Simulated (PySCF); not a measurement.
**Electronic absorption of C5H4F2O2**

C5H4F2O2.
SMILES: `C=C(CC(=O)F)C(=O)F`

Method used: TDDFT PBE0/def2-SVPD, vertical, gas phase, core orbitals frozen in the response in PySCF 2.14.0, density-fitted response routines. Isolated species at its GFN2-xTB geometry (one conformer only). Torsions of this conformer, `[CH2:1]=[C:2]([CH2:3][C:4](=[O:5])[F:6])[C:7](=[O:8])[F:9]`: C1–C2–C3–C4 56°, C2–C3–C4–O5 -5°, C1–C2–C7–O8 -178°.

**Question.** List the vertical singlet excitations with oscillator strengths and describe the spectrum.

**Answer.** 

| state | E (eV) | E (kJ/mol) | λ (nm) | f | main configurations (H = HOMO, L = LUMO) |
| --- | --- | --- | --- | --- | --- |
| S1 | 5.16 | 497 | 240.5 | 0.0000 | H-1→L (82%), H-2→L (15%) |
| S2 | 6.05 | 584 | 204.8 | 0.020 | H-2→L (82%), H-1→L (15%) |
| S3 | 6.16 | 594 | 201.4 | 0.013 | H-2→L+1 (72%), H-1→L+1 (19%) |
| S4 | 6.25 | 603 | 198.4 | 0.268 | H→L (88%) |
| S5 | 6.86 | 662 | 180.8 | 0.0030 | H→L+1 (98%) |
| S6 | 7.30 | 704 | 169.9 | 0.0019 | H-3→L (44%), H-5→L (40%), H-4→L (9%) |
| S7 | 7.62 | 735 | 162.7 | 0.0035 | H-1→L+1 (60%), H-2→L+1 (15%), H-6→L (8%) |
| S8 | 7.66 | 739 | 161.8 | 0.013 | H-6→L (35%), H-3→L (24%), H-1→L+1 (17%) |

Triplets, Tamm–Dancoff:

| state | E (eV) | λ (nm) | main configurations (H = HOMO, L = LUMO) |
| --- | --- | --- | --- |
| T1 | 3.63 | 341.5 | H→L (95%) |
| T2 | 4.67 | 265.7 | H-1→L (78%), H-2→L (16%) |
| T3 | 5.54 | 223.7 | H-2→L+1 (79%), H-1→L+1 (19%) |

The lowest singlet comes at 240 nm (497 kJ/mol) in the ultraviolet; it is dark (f under 0.0005); its leading configuration is HOMO-1→LUMO (82%). The strongest level in the table is S4 at 6.25 eV (198 nm, f = 0.268). Löwdin shares by element: HOMO carbon 73% or more, oxygen 9% or more (atoms not listed hold the other 18%); LUMO carbon 66% or more, oxygen 18% or more (atoms not listed hold the other 16%). The listed states span 2.51 eV, and the widest gap between neighbours is 0.90 eV (S1 to S2). Orbital energies (eV): HOMO-3 -11.21, HOMO-2 -9.60, HOMO-1 -9.52, HOMO -9.04, LUMO -2.46, LUMO+1 -0.94, LUMO+2 0.29. The oscillator strengths of these states sum to 0.322; summed over the whole spectrum of an exact calculation they would give the number of electrons, 68 (Thomas–Reiche–Kuhn). Singlets were solved by full linear response, triplets in the Tamm–Dancoff approximation.

Hardware: one thread of an Arm Neoverse N1, no GPU, shared host with 64 logical CPUs at a one-minute load of 58. Cost: 77 s wall, 0.87 GiB resident at most.
